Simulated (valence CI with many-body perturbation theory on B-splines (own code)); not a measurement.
## Level structure of Re4+

Level of theory: relativistic CI+MBPT: three valence electrons over a frozen Dirac-Fock core [Xe] 4f14, radial functions for each j: 7 s, 7 p, 8 d, 6 f, 4 g, 1 h, with the one-electron correlation potential Σ1 (screened to all orders), the two-electron term Σ2, the three-electron term Σ3, Breit, model QED; selected single and double excitations, second order for the rest, scaled by the run's own slope (own B-spline code, finite nucleus).

Set against measurement, 69 paired levels are off by 1213 cm⁻¹ on average, the worst by 2255. These come from a selection out of Brasseur, Gamrath and Quinet, At. Data Nucl. Data Tables 157, 101636 (2024). Levels without a partner in it may be off by more, other configurations by 1,000 to 8,000 cm⁻¹. The list stops below the first excitations out of the core.

Levels 136 to 168 of 168, with energies above the lowest level, (5d3/2^3) J=3/2. "Leading %" is the weight of the configuration and term that name the level; weights of strongly mixed levels are sums over their largest components and can fall short. In the jj column 3d3/2^4 stands for four electrons in 3d with j = 3/2. Lifetimes count E1, E2, E3, M1 and M2 decay at the calculated energies, and are blank where another channel may lead or the interval is too uncertain; long ones can be off by a factor of two.

| No. | Configuration | Term | J | E (eV) | Leading % | g | Lifetime | Leading jj |
| --- | --- | --- | --- | --- | --- | --- | --- | --- |
| 136 | 5d2 5f | 4D° | 3/2 | 30.772 | 47 | 1.168 | 90.5 ps | 5d3/2^2 5f7/2 (65 %) |
| 137 | 5d2 6d | 4F | 7/2 | 30.821 | 42 | 1.251 | 255 ps | 5d3/2 5d5/2 6d3/2 (33 %) |
| 138 | 5d2 6d | 2F | 5/2 | 30.859 | 44 | 1.071 | 245 ps | 5d3/2 5d5/2 6d3/2 (45 %) |
| 139 | 5d2 6d | 2P | 3/2 | 30.929 | 59 | 1.247 | 290 ps | 5d3/2 5d5/2 6d5/2 (55 %) |
| 140 | 5d2 6d | 2P | 3/2 | 30.943 | 36 | 0.972 | 253 ps | 5d3/2 5d5/2 6d3/2 (65 %) |
| 141 | 5d2 7s | 4F | 7/2 | 30.951 | 69 | 1.220 | 223 ps | 5d3/2 5d5/2 7s (84 %) |
| 142 | 5d 6s 6p | 2P° | 1/2 | 30.954 | 62 | 0.698 | 113 ps | 5d3/2 6s 6p3/2 (44 %) |
| 143 | 5d2 7s | 2F | 5/2 | 30.999 | 37 | 1.035 | 238 ps | 5d3/2 5d5/2 7s (61 %) |
| 144 | 5d2 6d | 2S | 1/2 | 31.025 | 40 | 1.546 | 261 ps | 5d3/2 5d5/2 6d3/2 (45 %) |
| 145 | 5d 6s 6p | 2D° | 5/2 | 31.032 | 64 | 1.154 | 88.6 ps | 5d5/2 6s 6p3/2 (74 %) |
| 146 | 5d2 6d | 2G | 7/2 | 31.084 | 44 | 1.049 | 235 ps | 5d3/2 5d5/2 6d3/2 (80 %) |
| 147 | 5d2 6d | 4F | 5/2 | 31.114 | 60 | 1.079 | 251 ps | 5d3/2 5d5/2 6d3/2 (36 %) |
| 148 | 5d2 6d | 4F | 9/2 | 31.124 | 66 | 1.264 | 278 ps | 5d3/2 5d5/2 6d5/2 (58 %) |
| 149 | 5d2 6d | 2H | 11/2 | 31.142 | 61 | 1.121 | 282 ps | 5d5/2^2 6d5/2 (54 %) |
| 150 | 5d2 5f | 4I° | 13/2 | 31.154 | 62 | 1.141 | 4.12 ns | 5d3/2 5d5/2 5f7/2 (93 %) |
| 151 | 5d2 5f | 2G° | 9/2 | 31.170 | 56 | 1.028 | 161 ps | 5d3/2 5d5/2 5f5/2 (71 %) |
| 152 | 5d2 6d | 2F | 5/2 | 31.172 | 40 | 1.077 | 294 ps | 5d3/2 5d5/2 6d5/2 (49 %) |
| 153 | 5d2 5f | 4G° | 5/2 | 31.199 | 57 | 0.760 | 55.5 ps | 5d3/2^2 5f5/2 (66 %) |
| 154 | 5d2 5f | 4H° | 11/2 | 31.202 | 63 | 1.097 | 653 ps | 5d3/2 5d5/2 5f7/2 (58 %) |
| 155 | 5d2 6d | 2G | 9/2 | 31.209 | 42 | 1.179 | 264 ps | 5d3/2 5d5/2 6d5/2 (67 %) |
| 156 | 5d2 6d | 2P | 3/2 | 31.241 | 36 | 1.114 | 236 ps | 5d3/2 5d5/2 6d3/2 (76 %) |
| 157 | 5d2 5f | 4F° | 3/2 | 31.257 | 39 | 0.972 | 55.8 ps | 5d3/2^2 5f5/2 (58 %) |
| 158 | 5d 6s 6p | 2F° | 7/2 | 31.272 | 68 | 1.133 | 118 ps | 5d5/2 6s 6p3/2 (64 %) |
| 159 | 5d2 5f | 4D° | 7/2 | 31.370 | 35 | 1.159 | 108 ps | 5d3/2 5d5/2 5f7/2 (82 %) |
| 160 | 5d2 6d | 4D | 1/2 | 31.391 | 41 | 1.078 | 239 ps | 5d3/2 5d5/2 6d3/2 (89 %) |
| 161 | 5d2 6d | 2F | 7/2 | 31.430 | 42 | 1.202 | 292 ps | 5d3/2 5d5/2 6d5/2 (68 %) |
| 162 | 5d2 6d | 2P | 1/2 | 31.459 | 48 | 0.843 | 254 ps | 5d3/2 5d5/2 6d3/2 (48 %) |
| 163 | 5d2 6d | 4D | 3/2 | 31.471 | 42 | 1.221 | 278 ps | 5d3/2 5d5/2 6d5/2 (53 %) |
| 164 | 5d2 5f | 2S° | 1/2 | 31.546 | 49 | 1.127 | 106 ps | 5d3/2 5d5/2 5f5/2 (66 %) |
| 165 | 5d2 6d | 4F | 7/2 | 31.548 | 53 | 1.231 | 280 ps | 5d3/2 5d5/2 6d5/2 (83 %) |
| 166 | 5d 6s 6p | 2P° | 3/2 | 31.549 | 46 | 1.239 | 88.4 ps | 5d5/2 6s 6p3/2 (41 %) |
| 167 | 5d2 5f | 2I° | 11/2 | 31.625 | 72 | 0.953 | 394 ps | 5d3/2 5d5/2 5f5/2 (56 %) |
| 168 | 5d2 6d | 2D | 5/2 | 31.657 | 41 | 1.149 | 283 ps | 5d3/2 5d5/2 6d5/2 (59 %) |

Where two levels of one J and parity lie close, their mixing, g and order are uncertain.
